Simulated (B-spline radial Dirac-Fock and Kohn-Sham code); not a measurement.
## Two-hole binding energies of Re⁵⁺

System: rhenium as Re⁵⁺, configuration 1s2 2s2 2p6 3s2 3p6 3d10 4s2 4p6 4d10 4f14 5s2 5p6 5d2, inside a Watson sphere of charge -5 and radius 2.7 Å (a model of the Madelung potential; inside it an electron's potential energy is raised by 26.7 eV).

Method: multi-electron Dirac-Fock with separately optimised hole states, Breit and Lamb-shift corrections added in first order. Computed with a radial B-spline solver. U is the two-hole binding energy less the two single-hole energies, the effective repulsion of the holes after relaxation. Each two-hole energy is an average over J within one jj subconfiguration.

```
          holes  E(a) (eV)  E(b) (eV)  E(ab) (eV)  U (eV)
   1s⁻¹ 2p1/2⁻¹    71721.1    12008.0           ?       ?
   1s⁻¹ 3p1/2⁻¹    71721.1     2733.5     74581.9   127.3
   1s⁻¹ 3d3/2⁻¹    71721.1     1998.6     73824.8   105.1
   1s⁻¹ 3d5/2⁻¹    71721.1     1932.1     73753.7   100.5
   2s⁻¹ 2p3/2⁻¹    12583.9    10584.5     23370.6   202.2
2p1/2⁻¹ 2p3/2⁻¹    12008.0    10584.5     22841.8   249.4
2p3/2⁻¹ 3d5/2⁻¹    10584.5     1932.1     12613.5    96.9
        3p3/2⁻²     2420.6     2420.6      4905.2    64.1
3d3/2⁻¹ 3d5/2⁻¹     1998.6     1932.1      4007.2    76.5
        4d3/2⁻²      324.6      324.6       680.2    31.1
        4f5/2⁻²      88.86      88.86       206.7    29.0
4f5/2⁻¹ 4f7/2⁻¹      88.86      86.47       204.9    29.6
5p1/2⁻¹ 5p3/2⁻¹      96.08      84.30       198.3    17.9
        5p3/2⁻²      84.30      84.30       186.5    17.9
```

Problem. Give the missing two-hole energy and U.

Solution. E(ab) = 84152.1 eV and U = 423.0 eV.
